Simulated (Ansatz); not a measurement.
This geometry of GeH$_{2}$OS (5 atoms, charge 0, multiplicity 1) is a first-order saddle point.

These are results of Ansatz, RKS r2SCANh/def2-SVPD, not measurements.

```xyz
5
Properties=species:S:1:pos:R:3
O -1.312 -0.693 0.375
Ge -0.124 0.637 0.337
S 1.851 0.051 -0.209
H -0.885 -1.559 0.313
H 0.520 1.490 -0.857
```

**Question.** Which two structures does it join? (They come from a converged band through this point; their orientation in space is the band's.)

**Answer.** Bonds broken: S3–H5. Bonds formed: Ge2–H5.

Initial state:

```xyz
5
Properties=species:S:1:pos:R:3
O -1.343 -1.004 0.403
Ge -0.909 0.637 -0.166
S 1.342 0.340 -0.208
H -0.639 -1.641 0.567
H 1.600 1.594 -0.637
```

Final state:

```xyz
5
Properties=species:S:1:pos:R:3
O -1.185 -0.473 0.218
Ge 0.306 0.392 -0.161
S 2.174 -0.374 -0.027
H -1.033 -1.381 0.507
H -0.212 1.762 -0.579
```

**Question.** How far does it lie above each of them?

**Answer.** 2.51 eV above the first and 2.00 eV above the second. This is the barrier of this one path; another mechanism may lie lower. The orbitals stay closed-shell, which can raise the energy where a bond breaks towards radicals; this wasn't checked here.

Run time: 5.8 min on 2 threads of Arm Neoverse V2, on a shared host, peak memory 0.27 GiB.
